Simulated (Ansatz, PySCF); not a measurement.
Complex: C2H2 (SMILES C#C) (first 4 atoms) with H2S (SMILES S); geometry from B3LYP-D3(BJ)/def2-TZVP, rigid monomers moved along the line of their centres of mass till C2···H7 is 2.40 Å.
(charge 0, multiplicity 1):
```tsv
atom	x (Å)	y (Å)	z (Å)
C	0.5186	0.2718	-0.1566
C	-0.5924	-0.1486	-0.0071
H	1.5048	0.6461	-0.2886
H	-1.5791	-0.5209	0.1266
S	0.1500	0.8078	3.5005
H	0.6402	-0.4264	3.6972
H	0.0509	0.6212	2.1729
```

Monomers are frozen at their geometry in the pair; levels with a basis set take the counterpoise correction.

Correlated levels freeze the cores. CBS(a, b) extrapolates the correlation energy as X⁻³ and adds the Hartree–Fock energy of set b.

The values were computed with Ansatz (Gaussian basis) for Hartree–Fock, density functionals and correlated methods; PySCF for the dispersion terms. 

The comparison value is -47.7 meV (CCSD(T)/CBS(aug-cc-pV(D+d)Z, aug-cc-pV(T+d)Z)). It is a level with limits of its own, not the exact answer.

Order these levels by how close they come to the comparison value for the interaction energy, closest first: wB97X-V/def2-TZVPPD, PBE0-D4/def2-TZVPPD, PBE-D3(BJ)/def2-TZVPPD, r2SCAN-D3(BJ)/def2-TZVPPD. Give each level's value less the comparison value.

wB97X-V/def2-TZVPPD (5.4 meV), r2SCAN-D3(BJ)/def2-TZVPPD (-14.7 meV), PBE0-D4/def2-TZVPPD (-22.5 meV), PBE-D3(BJ)/def2-TZVPPD (-34.1 meV)

Ansatz is an electronic-structure program.
